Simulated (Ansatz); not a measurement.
One change: `CCB(F)Cl` becomes `CCB(F)Br`.

Ansatz, PBE0-D4/def2-TZVP geometries, multiplicity 1. Each molecule was computed in one conformer, which needn't be the lowest.

Scalar relativity is left out up to krypton. Spin–orbit coupling is left out; it splits and shifts lone-pair levels of the heavy atoms by tenths of an eV.

```
                                          property  `CCB(F)Cl`
             HOMO–LUMO gap (B3LYP/def2-TZVPP) / eV        8.07
             HOMO energy (ωB97M-V/def2-TZVPP) / eV      -11.27
                HOMO energy (PBE0/def2-TZVPP) / eV       -8.99
             LUMO energy (ωB97M-V/def2-TZVPP) / eV        1.66
                LUMO energy (PBE0/def2-TZVPP) / eV       -0.43
size of the dipole moment (ωB97M-V/def2-TZVPP) / D        1.63
```

(1) Give the same properties after the change, and the shifts. (Best estimate.)

Results:

(1) The calculation gave: 
```
                                          property  `CCB(F)Br`  shift
             HOMO–LUMO gap (B3LYP/def2-TZVPP) / eV        7.31  -0.76
             HOMO energy (ωB97M-V/def2-TZVPP) / eV      -10.67   0.60
                HOMO energy (PBE0/def2-TZVPP) / eV       -8.43   0.56
             LUMO energy (ωB97M-V/def2-TZVPP) / eV        1.44  -0.22
                LUMO energy (PBE0/def2-TZVPP) / eV       -0.63  -0.20
size of the dipole moment (ωB97M-V/def2-TZVPP) / D        1.76   0.13
```

With PBE0 the HOMO rises by 0.56 eV and the LUMO falls by 0.20 eV, so the gap narrows by about 0.76 eV. PBE moves the HOMO by 0.45 eV and ωB97M-V by 0.60 eV. Dipoles are sizes alone; their direction can turn.

B3LYP here is the variant with VWN-RPA as its local correlation; programs differ in this.
